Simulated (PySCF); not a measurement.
**Removal energies of Ce⁴⁺ from EOM-IP-GCCSD**

Reference: closed-shell Ce⁴⁺, [Xe]; one electron is removed. Calculated with PySCF 2.14, two-component X2C-1e with screened spin-orbit coupling, x2c-TZVPPall-2c with one added diffuse shell each of s, p, d, f type (12s12p11d5f2g, 156 functions); frozen [Ar] 3d10; the 18 highest virtual spinors dropped; of the others 100 kept and the rest restored at second order. No Breit or QED terms. Binding energies in eV.

```json
{"level": "5s1/2", "Koopmans": "89.582", "second order": "84.627", "EOM-CCSD": "85.709"}
{"level": "5p1/2", "Koopmans": "68.559", "second order": "68.836", "EOM-CCSD": "68.739"}
{"level": "5p3/2", "Koopmans": "65.151", "second order": "65.553", "EOM-CCSD": "65.482"}
```

In EOM-CCSD the overlap with the one-orbital guess is low for 5s1/2 (weight 0.83). That can mean mixing with two-hole, one-particle states, where second order and EOM-CCSD lose accuracy, or only a rotation among the degenerate components of the shell; the terms of those configurations are not listed.

For comparison, the ionisation energy of Ce⁴⁺ is 65.55 ± 0.25 eV (semi-empirical (NIST evaluation); NIST Atomic Spectra Database, ionization energies).

Only part of the computed levels is shown.

Where second order misses EOM-CCSD by more than 1 eV, it overshoots the relaxation and correlation of that hole or particle, which higher orders damp.
